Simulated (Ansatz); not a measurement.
`F[Si](Cl)(Cl)I` → F• + `Cl[Si](Cl)I`• at 600 K and 1 bar (homolysis of the F–Si bond).

Isolated molecules relaxed with PBE0-D4/def2-TZVP in Ansatz; ΔE leaves out vibrations. CCSD(T)/CBS is the MP2 limit (def2-TZVPP, def2-QZVPP) plus CCSD(T) − MP2 in def2-TZVPP, frozen cores. This one scheme is used for every species, atoms too. No spin–orbit coupling; open shells (•) take unrestricted orbitals. Spin–orbit coupling would lower the free atoms: a little for F. Elements past krypton have def2 core potentials. Bonds to I are less sure, by a few kJ/mol each and by 10 to 20 or more in all where they break to atoms, as the def2 sets lack core-valence functions.

```tsv
species	CCSD(T)/CBS energy (Eh)	H − E (kJ/mol)	S (J/(mol·K))
`F[Si](Cl)(Cl)I`	-1606.08071	69.2	428.8
F•	-99.66871	12.5	175.0
`Cl[Si](Cl)I`•	-1506.16593	51.8	404.1
```

H − E and S are ideal-gas, rigid-rotor, harmonic terms from PBE0-D4/def2-TZVP, with the whole ground term of open shells counted as degenerate. 1 Eh = 2625.50 kJ/mol, R = 8.31446 J/(mol·K).

Task: By hand: ΔE, ΔH, ΔS and ΔG.

Result: ΔE = (-99.66871) + (-1506.16593) − (-1606.08071) = 0.24607 Eh = 646.1 kJ/mol. Δ(H − E) = 12.5 + 51.8 − 69.2 = -4.9, so ΔH = 641.2 kJ/mol. ΔS = 175.0 + 404.1 − 428.8 = 150.3 J/(mol·K). ΔG = 641.2 − 600 × (150.3)/1000 = 551.0 kJ/mol.

Task: By hand: the equilibrium constant, and the temperature at which ΔG would vanish if ΔH and ΔS stayed fixed.

Result: log₁₀ K = −ΔG/(RT ln 10) = -48.0. ΔG = 0 at ΔH/ΔS = 4266 K, far beyond where these terms or the molecules hold.

The number of gas molecules changes by +1, which sets the sign of ΔS. A doubt of 5 kJ/mol in ΔE shifts log₁₀ K by 0.4 here. These are equilibria of isolated gas molecules and say nothing of rates. Largest T1 diagnostic: 0.012 (customary marks: 0.02 for closed shells, 0.045 for open ones).
